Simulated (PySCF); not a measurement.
Atomic charges against the basis set

Species: C6H18Si2.
Bonds: C1–Si2, Si2–C3, Si2–C4, Si2–Si5, Si5–C6, Si5–C7, Si5–C8. Hydrogens: H9, H10, H11 on C1; H12, H13, H14 on C3; H15, H16, H17 on C4; H18, H19, H20 on C6; H21, H22, H23 on C7; H24, H25, H26 on C8.

PBE0 throughout (PySCF), one geometry, spherical d and f functions. Geometry: PBE0-D3(BJ)/def2-SVP; no solvent, vibrations or thermal averaging. Atoms taken as equivalent share a column and are averaged.

Mulliken charges (e):

```
   basis  functions  C1 (×6)  Si2/Si5  H9 (×18)
  STO-3G         66   -0.396   +0.583    +0.067
pcSseg-0        116   -1.150   +1.204    +0.249
   6-31G        116   -0.805   +0.790    +0.180
  6-31G*        156   -0.755   +0.591    +0.186
 cc-pVDZ        210   -0.246   +0.207    +0.059
def2-SVP        210   -0.310   +0.326    +0.067
pcSseg-1        240   -0.613   +0.600    +0.138
```

IAO charges (e):

```csv
basis,functions,C1 (×6),Si2/Si5,H9 (×18)
STO-3G,66,-0.626,+0.737,+0.127
pcSseg-0,116,-0.698,+0.712,+0.153
6-31G,116,-0.696,+0.711,+0.153
6-31G*,156,-0.695,+0.777,+0.145
cc-pVDZ,210,-0.695,+0.779,+0.145
def2-SVP,210,-0.688,+0.782,+0.143
pcSseg-1,240,-0.702,+0.794,+0.146
```

Hirshfeld charges (e):

```csv
basis,functions,C1 (×6),Si2/Si5,H9 (×18)
STO-3G,66,-0.134,+0.328,+0.008
pcSseg-0,116,-0.204,+0.316,+0.033
6-31G,116,-0.200,+0.266,+0.037
6-31G*,156,-0.199,+0.249,+0.039
cc-pVDZ,210,-0.209,+0.292,+0.037
def2-SVP,210,-0.212,+0.301,+0.037
pcSseg-1,240,-0.216,+0.308,+0.038
```

Task: Which scheme is steadiest as the basis changes?

Result: Largest range over the bases for any column: Hirshfeld 0.08 e, IAO 0.08 e, Mulliken 1.00 e. Hirshfeld and IAO charges move least and Mulliken charges most, counted in e. Without the minimal STO-3G basis the ranges are Hirshfeld 0.07, IAO 0.08, Mulliken 1.00 e.

Task: How much do the charges still move between the two largest bases, def2-SVP and pcSseg-1?

Result: At most, over all atoms: Mulliken 0.303 e, IAO 0.014 e, Hirshfeld 0.007 e.

Task: What do the same runs give for the total energy and the frontier levels?

Result: 
```json
{"basis": "STO-3G", "energy (Eh)": "-808.5527", "HOMO (eV)": "-5.18", "LUMO (eV)": "6.60"}
{"basis": "pcSseg-0", "energy (Eh)": "-816.7863", "HOMO (eV)": "-7.25", "LUMO (eV)": "1.37"}
{"basis": "6-31G", "energy (Eh)": "-817.8444", "HOMO (eV)": "-6.76", "LUMO (eV)": "1.82"}
{"basis": "6-31G*", "energy (Eh)": "-817.9405", "HOMO (eV)": "-6.62", "LUMO (eV)": "1.56"}
{"basis": "cc-pVDZ", "energy (Eh)": "-817.9826", "HOMO (eV)": "-6.71", "LUMO (eV)": "1.26"}
{"basis": "def2-SVP", "energy (Eh)": "-817.6333", "HOMO (eV)": "-6.79", "LUMO (eV)": "1.21"}
{"basis": "pcSseg-1", "energy (Eh)": "-817.9347", "HOMO (eV)": "-6.90", "LUMO (eV)": "0.87"}
```
